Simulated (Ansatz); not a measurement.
`BC=C(C)C` → `B/C=C/C` + `[CH2]` (triplet)  (formal loss of a carbene)

Program: Ansatz. Geometries: PBE0-D4/def2-TZVP. ΔE: electronic, gas phase. CCSD(T)/CBS is the MP2 limit (def2-TZVPP, def2-QZVPP) plus CCSD(T) − MP2 in def2-TZVPP, frozen cores. This one scheme is used for every species. Functionals use def2-TZVPP. Triplets are unrestricted, without spin–orbit coupling.

| level | ΔE (kJ/mol) |
| --- | --- |
| BHLYP-D4 | 426.7 |
| CCSD/CBS(def2) | 433.7 |

**Question.** What does CCSD(T)/CBS give? (An estimate is asked.)

**Answer.** The calculation gave: +446.2 kJ/mol. The listed levels differ from it by -19.5, -12.5 kJ/mol.

Largest T1 diagnostic among the species: 0.011.

From r2SCAN to r2SCAN0 (25 % exact exchange), in def2-TZVPP and without D4, ΔE moves by −4.8 kJ/mol. The D4 term adds +12.8 kJ/mol with B3LYP and +7.0 kJ/mol with PBE0; it sums over pairs of atoms, weighted by their polarisabilities, and B3LYP, whose exchange is more repulsive, gets the larger term. In def2-TZVPP, CCSD(T) changes the Hartree–Fock value by +143.3 kJ/mol (the triples alone add +12.5 kJ/mol) and MP2 by +158.3 kJ/mol.

CCSD(T)/CBS has its own doubt, a few kJ/mol and more with outer-core shells, so smaller differences from it don't rank the levels.

B3LYP here is the variant with VWN-RPA as its local correlation; programs differ in this.
